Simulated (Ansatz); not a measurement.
```yaml
crystal:
  periodic: [false, false, false]
  atoms:
    - {symbol: O, position_ang: [-0.125595, -0.662650, 1.609716]}
    - {symbol: W, position_ang: [0.064699, -0.073690, 0.034767]}
    - {symbol: O, position_ang: [1.461222, -0.796397, -0.590507]}
    - {symbol: Cl, position_ang: [-1.708955, -0.700315, -1.206288]}
    - {symbol: Cl, position_ang: [0.358528, 2.159351, 0.110913]}
basis:
  gaussian: {orbitals: x2c-TZVPPall}
total_charge: -1
magnetization: {spin_polarized: false, initial_magnetization: 1}
hamiltonian: {xc: {name: revPBE}}
output: {forces: true}
```

```sh
$ ansatz run in.yaml --threads 4 --pin off --events-out ev --progress --plain --max-ram 10444MiB
```

Output, abridged:

```
Functional definition: revPBE
  name "revPBE"
  cite "Zhang & Yang, Phys. Rev. Lett. 80, 890 (1998) doi:10.1103/PhysRevLett.80.890"
  cite "Perdew, Burke & Ernzerhof, Phys. Rev. Lett. 77, 3865 (1996) doi:10.1103/PhysRevLett.77.3865"
  parameter kappa = 1.245
  parameter beta = 0.06672455060314922
  exchange = pbe_x(kappa = kappa, mu = beta*pi^2/3)
  correlation = pbe_c(beta = beta)
1687 factors; their error is unknown
mean field evaluation 1: about -468571.1657 eV, gradient 8.4e1 eV
mean field evaluation 2: about -468285.6080 eV, gradient 3.6e2 eV
mean field evaluation 4: about -468580.5268 eV, gradient 1.8e1 eV
mean field evaluation 8: about -468581.1732 eV, gradient 3.8e-1 eV
mean field evaluation 16: about -468581.1644 eV, gradient 5.8e-4 eV
mean field -468581.16438566 eV, -17220.0401754523 hartree, gradient 6.3e-5 eV, S^2 0.750000; 5 other end points of the search recorded, 0 dependent functions left out
the calculation of the forces begins
reference -468581.16445938 eV, -17220.0401781612 hartree; 63, 62 occupied and 180, 181 virtual orbitals, 1687 factors
Total energy: -468581.16445938 eV, -17220.0401781612 hartree
Relativity: scalar
Atom 0 at    -0.125595    -0.662650     1.609716 Å, force    -0.967350    -0.787241     3.228315 eV/Å
Atom 1 at     0.064699    -0.073690     0.034767 Å, force     0.073404    -0.083796     0.058046 eV/Å
Atom 2 at     1.461222    -0.796397    -0.590507 Å, force     2.703543    -1.096683    -1.861652 eV/Å
Atom 3 at    -1.708955    -0.700315    -1.206288 Å, force    -1.784537    -0.232987    -1.272855 eV/Å
Atom 4 at     0.358528     2.159351     0.110913 Å, force    -0.025061     2.200708    -0.151854 eV/Å
Dipole moment:    -0.136147     0.148435    -0.107214 e Å
```

Hardware: 4 threads of an Arm Neoverse V1 on a shared host. Wall time 17 s, peak host memory 0.67 GiB.
